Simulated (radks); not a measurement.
The mean radii <r> (bohr) of the occupied orbitals of an atom or ion are listed with their occupations. All-electron calculation, non-relativistic Kohn-Sham, exchange-only LDA, spin-polarised, spherical densities, point nucleus. Program: a radial shooting solver on a logarithmic mesh with Libxc functionals.

orbital  occ.     <r>
1s up       1  0.1043
1s down     1  0.1043
2s up       1  0.5219
2s down     1  0.5208
2p up       3  0.4835
2p down     3  0.4818
3s up       1   1.602

Name the element and its charge. Open shells, if any, are filled with parallel spins first.

Answer. Z = 15, phosphorus, charge +4: P4+ in [Ne] 3s1. The 1s radius gives Z: for a bare nucleus <r> = 1.5/Z, 0.1 bohr for Z = 15, and screening makes it slightly larger (0.1043 here). The occupations add up to 11, and the charge is Z minus that.
